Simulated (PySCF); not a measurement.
PBE on Zr⁻ (zirconium, charge -1), [Kr] 4d3 5s2, high-spin 4F determinant. All numbers are calculated (PySCF 2.14, a scalar-relativistic core potential, in def2-TZVPPD with the def2 core potential (28 electrons) (6s4p3d2f1g, 56 functions)).

```
cycle= 1 E= -46.9214929242255  delta_E= -0.0103  |g|= 0.00989  |ddm|= 0.828
cycle= 2 E= -46.9216860980576  delta_E= -0.000193  |g|= 0.00696  |ddm|= 0.175
cycle= 3 E= -46.9217185708383  delta_E= -3.25e-05  |g|= 0.00491  |ddm|= 0.0309
cycle= 4 E= -46.921738449631  delta_E= -1.99e-05  |g|= 0.000205  |ddm|= 0.0254
cycle= 5 E= -46.921738497127  delta_E= -4.75e-08  |g|= 5.61e-05  |ddm|= 0.00134
cycle= 6 E= -46.9217385007282  delta_E= -3.6e-09  |g|= 5.49e-07  |ddm|= 0.000227
cycle= 7 E= -46.9217385007286  delta_E= -4.05e-13  |g|= 4.47e-08  |ddm|= 3.19e-06
converged SCF energy = -46.9217385007286  <S^2> = 3.7623034  2S+1 = 4.006147
```

Highest occupied orbital energy: 2.217 eV; ⟨L²⟩ = 12.01; populations by l: s 4.00, p 6.00, d 3.00, f 0.00.

**Question.** Can this result be used?

**Answer.** With care. The calculation finished and met its thresholds. Energies and moments cover only the electrons outside the core potential. At PBE the highest occupied level has a positive energy, so only the finite basis holds that electron; in a semilocal or global hybrid functional this comes from self-interaction and does not mean that the real anion is unbound.
